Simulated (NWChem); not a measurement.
System: CrHSO$_{2}$F; SMILES [O]=[Cr]([SH])(=[O])[F]

```xyz
6

Cr     0.0747     0.3685     0.0091
O      0.8372     0.7298    -1.2681
O      0.9162     0.6764     1.2467
F     -1.4171     1.1701     0.0591
S     -0.1678    -1.7972     0.0446
H     -0.3821    -1.8682    -1.2916
```
Atoms are numbered in this order, from 1.

Program: NWChem. Medium grid unless said otherwise, to which SCAN and Minnesota functionals are sensitive. Coordinates come from a PBE0/def2-SVP optimisation. Hybrids' shares of exact exchange are those that their runs print; pure functionals count as 0. The functionals differ in more than this share.

```
row                                   share of exact exchange  highest occupied level (eV)
------------------------------------  -----------------------  ---------------------------
PBE/def2-SVP                                             0.00                        -7.37
LDA (Slater exchange, VWN5)/def2-SVP                     0.00                        -7.54
TPSSh/def2-SVP                                           0.10                     withheld
B3LYP/def2-SVP                                           0.20                        -8.39
r2SCAN0/def2-SVP                                         0.25                        -8.97
M06-2X/def2-SVP                                          0.54                        -9.86
```

Task: Fit a straight line of the last column on the one before it, predict the withheld value, and compare with the run.

Result: 
1. Means of the 5 shown rows: x = 0.198, y = -8.426. Slope Σ(x − x̄)(y − ȳ)/Σ(x − x̄)² = -0.9032/0.1981 = -4.560; intercept -7.523.
2. The shown rows scatter about the line by 0.165 (root mean square); the largest residual is -0.31, at r2SCAN0/def2-SVP.
3. At x = 0.10 (TPSSh/def2-SVP; inside the shown range) the line gives -7.98.
4. The run gives -8.05, -0.07 from the line, 0.4 times the scatter.
